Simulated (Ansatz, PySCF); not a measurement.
AlH7O2Si2, SMILES [OH][Al]([OH])[SiH2][SiH3]. Atoms are numbered in the order given.

```xyz
12

Si     2.4848    -0.7192     0.4123
Si     0.6097    -0.7948    -1.0093
Al    -1.1981     0.4692    -0.0172
O     -1.2969     2.1328    -0.3693
O     -2.2560    -0.3461     1.0401
H      3.6445    -1.4819    -0.1387
H      2.1297    -1.2928     1.7456
H      2.9045     0.7002     0.6174
H      1.0064    -0.2320    -2.3370
H      0.2305    -2.2280    -1.2072
H     -1.9128     2.7978    -0.0514
H     -3.0012    -0.0150     1.5478
```
Charge 0, spin multiplicity 1.

Geometry: B3LYP-D3(BJ)/def2-SVP. The structure was generated by enumeration; whether it is a known compound was not checked. One conformer was computed; it need not be the lowest.

Two levels are set side by side: PBE-D3(BJ)/def2-SVP (Ansatz, a program for electronic structure) and B3LYP-D3(BJ)/def2-SVP (Ansatz). Each level has its own optimised geometry; the coordinates shown are those of the second. Frequencies come from the Hessian of PySCF at each geometry. Differences are taken from unrounded values.

| quantity | B3LYP-D3(BJ) |
|---|---|
| mean bond length (Å) | 1.598 |
| bond Si1–Si2 (Å) | 2.354 |
| bond Si2–Al3 (Å) | 2.419 |
| bond Al3–O4 (Å) | 1.703 |
| bond Al3–O5 (Å) | 1.703 |
| bond Si1–H6 (Å) | 1.493 |
| bond Si1–H7 (Å) | 1.494 |
| bond Si1–H8 (Å) | 1.494 |
| bond Si2–H9 (Å) | 1.496 |
| bond Si2–H10 (Å) | 1.496 |
| bond O4–H11 (Å) | 0.961 |
| bond O5–H12 (Å) | 0.961 |
| highest harmonic wavenumber (cm⁻¹) | 3932 |
| mean harmonic wavenumber (cm⁻¹) | 1007 |
| zero-point energy (kcal/mol) | 43.19 |

### Question
What does PBE-D3(BJ) give, and how far is it from B3LYP-D3(BJ)? (Estimate from the structure and the level; the computed values follow.)

### Answer

```json
[
 {"quantity": "mean bond length (Å)", "PBE-D3(BJ)": "1.608", "PBE-D3(BJ) minus B3LYP-D3(BJ)": "0.011"},
 {"quantity": "bond Si1–Si2 (Å)", "PBE-D3(BJ)": "2.355", "PBE-D3(BJ) minus B3LYP-D3(BJ)": "0.001"},
 {"quantity": "bond Si2–Al3 (Å)", "PBE-D3(BJ)": "2.424", "PBE-D3(BJ) minus B3LYP-D3(BJ)": "0.005"},
 {"quantity": "bond Al3–O4 (Å)", "PBE-D3(BJ)": "1.719", "PBE-D3(BJ) minus B3LYP-D3(BJ)": "0.015"},
 {"quantity": "bond Al3–O5 (Å)", "PBE-D3(BJ)": "1.719", "PBE-D3(BJ) minus B3LYP-D3(BJ)": "0.015"},
 {"quantity": "bond Si1–H6 (Å)", "PBE-D3(BJ)": "1.506", "PBE-D3(BJ) minus B3LYP-D3(BJ)": "0.013"},
 {"quantity": "bond Si1–H7 (Å)", "PBE-D3(BJ)": "1.507", "PBE-D3(BJ) minus B3LYP-D3(BJ)": "0.012"},
 {"quantity": "bond Si1–H8 (Å)", "PBE-D3(BJ)": "1.507", "PBE-D3(BJ) minus B3LYP-D3(BJ)": "0.012"},
 {"quantity": "bond Si2–H9 (Å)", "PBE-D3(BJ)": "1.508", "PBE-D3(BJ) minus B3LYP-D3(BJ)": "0.013"},
 {"quantity": "bond Si2–H10 (Å)", "PBE-D3(BJ)": "1.508", "PBE-D3(BJ) minus B3LYP-D3(BJ)": "0.013"},
 {"quantity": "bond O4–H11 (Å)", "PBE-D3(BJ)": "0.969", "PBE-D3(BJ) minus B3LYP-D3(BJ)": "0.009"},
 {"quantity": "bond O5–H12 (Å)", "PBE-D3(BJ)": "0.969", "PBE-D3(BJ) minus B3LYP-D3(BJ)": "0.009"},
 {"quantity": "highest harmonic wavenumber (cm⁻¹)", "PBE-D3(BJ)": "3819", "PBE-D3(BJ) minus B3LYP-D3(BJ)": "-113"},
 {"quantity": "mean harmonic wavenumber (cm⁻¹)", "PBE-D3(BJ)": "977", "PBE-D3(BJ) minus B3LYP-D3(BJ)": "-30"},
 {"quantity": "zero-point energy (kcal/mol)", "PBE-D3(BJ)": "41.90", "PBE-D3(BJ) minus B3LYP-D3(BJ)": "-1.29"}
]
```

Exact exchange shortens and stiffens bonds; PBE has none. Differences between two approximate levels are no errors against the true value.
